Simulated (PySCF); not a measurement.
A run for PySCF: D3(BJ) and D4 dispersion corrections on H2OSSn (SMILES [OH][Sn][SH]), a point of a torsion scan.

```python
from pyscf import gto
from pyscf.dispersion import dftd3, dftd4

mol = gto.M(
    atom='''
    O    -1.33920745    0.33990741   -0.26879044
    Sn   -0.59113379   -1.39004768   -0.89450240
    S     0.24335618   -2.28566756    1.25548275
    H    -1.88661979    0.94882354    0.21757378
    H    -0.05605735   -1.19450947    1.93941594
    ''',
    basis='def2-svp',
    charge=0, spin=0, verbose=0, max_memory=1800)
d3, d4 = {}, {}
for xc in ['hf', 'pbe', 'blyp', 'revpbe', 'tpss', 'r2scan', 'b3lyp', 'pbe0', 'bhlyp', 'camb3lyp', 'b2plyp']:
    d3[xc] = float(dftd3.DFTD3Dispersion(mol, xc=xc, version='d3bj', atm=False).get_dispersion()['energy'])
    print(f'D3(BJ) {xc:10s} {d3[xc]:14.8f} Eh')
for xc in ['hf', 'pbe', 'blyp', 'revpbe', 'tpss', 'r2scan', 'b3lyp', 'pbe0', 'bhlyp', 'camb3lyp', 'b2plyp']:
    d4[xc] = float(dftd4.DFTD4Dispersion(mol, xc={'camb3lyp': 'cam-b3lyp'}.get(xc, xc), atm=True).get_dispersion()['energy'])
    print(f'D4     {xc:10s} {d4[xc]:14.8f} Eh')
```

Program output:

```
D3(BJ) hf            -0.03417700 Eh
D3(BJ) pbe           -0.00391935 Eh
D3(BJ) blyp          -0.00933481 Eh
D3(BJ) revpbe        -0.00907439 Eh
D3(BJ) tpss          -0.00521755 Eh
D3(BJ) r2scan        -0.00105344 Eh
D3(BJ) b3lyp         -0.00788158 Eh
D3(BJ) pbe0          -0.00367571 Eh
D3(BJ) bhlyp         -0.00724245 Eh
D3(BJ) camb3lyp      -0.00384092 Eh
D3(BJ) b2plyp        -0.00424433 Eh
D4     hf            -0.01367172 Eh
D4     pbe           -0.00424156 Eh
D4     blyp          -0.00908722 Eh
D4     revpbe        -0.01048945 Eh
D4     tpss          -0.00565994 Eh
D4     r2scan        -0.00089028 Eh
D4     b3lyp         -0.00702134 Eh
D4     pbe0          -0.00359255 Eh
D4     bhlyp         -0.00653577 Eh
D4     camb3lyp      -0.00374767 Eh
D4     b2plyp        -0.00290025 Eh
```

The run finished.

Cost: around 0.03 core-seconds (rough).
